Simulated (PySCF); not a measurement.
phosphorus nitride (NP), SMILES N#P. Geometry optimised at PBE-D3(BJ)/def2-TZVPD.

All values below come from PBE-D3(BJ)/def2-TZVPD in PySCF.

Harmonic wavenumbers (cm⁻¹): 1341. Rotational constants (GHz): 23.31 (linear); symmetry number 1.

Q: Work out the zero-point energy and the ideal-gas rigid-rotor harmonic-oscillator thermochemistry at 298.15 K and 1 atm.

A: ZPE = ½ Σ hcν = ½ × 1341 cm⁻¹ = 8.02 kJ/mol. H − E(el) = 16.72 kJ/mol. Entropy in J/(mol K): translation 156.22, rotation 54.75, vibration 0.10, total 211.07. G − E(el) = -46.21 kJ/mol. Cp = 29.64 J/(mol K).
